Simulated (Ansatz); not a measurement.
Consider the atomization: `O=C1N[SiH]1F` → C• + F• + 2 H• + N• + O• + Si•.

Gas-phase electronic energies from Ansatz, PBE0-D4/def2-TZVP geometries. CBS: MP2 limit from def2 TZ/QZ plus the TZ coupled-cluster correction, frozen cores. This one scheme is used for every species, atoms too. Functionals use def2-TZVPP. No spin–orbit coupling; open shells (•) take unrestricted orbitals. Spin–orbit coupling would lower the free atoms: a little for C, F, O, Si.

CCSD(T)/CBS gives +29.69 eV.

**Question.** Another level gave +27.83 eV. Which?
A. CCSD/def2-TZVPP
B. r2SCAN/def2-TZVPP
C. CCSD(T)/def2-TZVPP
D. r2SCANh-D4/def2-TZVPP

**Answer.** A. CCSD/def2-TZVPP 27.83, r2SCAN 29.90, r2SCANh-D4 29.50, CCSD(T)/def2-TZVPP 28.59 eV.

Largest T1 diagnostic among the species: 0.016.

In def2-TZVPP, CCSD(T) changes the Hartree–Fock value by +9.32 eV (the triples alone add +0.76 eV) and MP2 by +10.60 eV; breaking electron pairs costs correlation energy, which Hartree–Fock lacks. At CCSD(T), def2-SVP lies −2.45 eV from the extrapolated value and def2-TZVPP −1.09 eV: correlation converges slowly with the basis, and small sets miss more of it in the bonded molecule than in its fragments. From PBE to PBE0 (25 % exact exchange), in def2-TZVPP and without D4, ΔE moves by −1.27 eV: exact exchange takes away binding that semilocal exchange gives to molecules.

For atomizations the MP2-based limit and the directly extrapolated one differ by several kJ/mol either way, and by 10 to 25 for some Ge, Se and Sn compounds, so smaller differences from it don't rank the levels.
